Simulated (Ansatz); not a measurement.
Species: BeO, charge 0, singlet. BeO (SMILES [Be]=[O]).
B3LYP-D3(BJ)/def2-TZVP minimum from Ansatz (a program for electronic structure):
```xyz
2

Be     0.0000     0.0000    -0.8844
O      0.0000     0.0000     0.4422
```

Property: atomisation energy (electronic, to ground-state atoms), in kcal/mol. Open shells are spin-unrestricted; no spin-orbit coupling. Correlated methods leave the cores frozen. No relativity. CBS(X,Y): correlation extrapolated as X^-3, Hartree-Fock from the larger set. A bracket is a step between two methods taken in the basis named. Double hybrids freeze cores in their MP2 part. Full CI freezes restricted core orbitals, also for open shells; the composite that ends in it estimates full CI at the basis-set limit. For partners of very few electrons the exact lower level stands in for a higher one. The T1 diagnostic of BeO ([Be]=[O], singlet) reaches 0.045 in the sets run. The restricted determinant of Be ([Be], singlet) is unstable towards broken spin symmetry in at least one set run.

CCSD(T)/CBS(def2-TZVPP,def2-QZVPP) + [CCSDT(Q) - CCSD(T)]/def2-QZVPP + [FCI - CCSDT(Q)]/def2-SVP (Ansatz) gives 105.0 kcal/mol.

Problem. What does PBE/def2-TZVPD (Ansatz) give here, and how do the other levels compare?

Solution. PBE gives 118.6 kcal/mol, 13.6 kcal/mol above it. Differences of the others: r2SCAN/def2-TZVPD (Ansatz) 6.1; PBE0/def2-TZVPD (Ansatz) -1.5; wB97M-V/def2-TZVPD (Ansatz) 0.5; B2PLYP/def2-TZVPD (Ansatz) 4.1; CCSD(T)/CBS(def2-TZVPP,def2-QZVPP) (Ansatz) -0.4 kcal/mol.
